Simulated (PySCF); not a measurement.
**Cl⁺ (chlorine, charge +1) across methods**

[Ne] 3s1 3p5, high-spin 3P determinant (an excited configuration). Calculation: PySCF 2.14, in aug-cc-pV(T+d)Z; the non-relativistic Hamiltonian (point nucleus). The B2PLYP total includes its PT2 part (frozen core); its orbital energies are those of the SCF part.

```
method  E (hartree)  mean ε 3s α (eV)  mean ε 3p α (eV)  mean ε 3p β (eV)  Σ⟨r²⟩ (bohr²)   ⟨S²⟩
 B3LYP    -459.2283           -35.930           -22.297           -19.805          21.24  2.003
B2PLYP    -459.0868           -39.546           -24.349           -20.824          21.35  2.006
   UHF   -458.52801           -44.749           -27.338           -22.067          21.53  2.013
M06-2X    -459.1943           -38.672           -24.175           -21.111          21.26  2.005
r2SCAN    -459.1843           -34.959           -21.559           -18.923          21.17  2.006
   LDA    -457.7236           -33.514           -20.934           -18.873          21.24  2.002
  PBE0    -459.0581           -36.619           -22.729           -19.963          21.18  2.004
   PBE    -459.0376           -33.645           -20.933           -18.810          21.18  2.003
   M06    -459.1935           -36.219           -22.401           -19.894          21.03  2.004
```
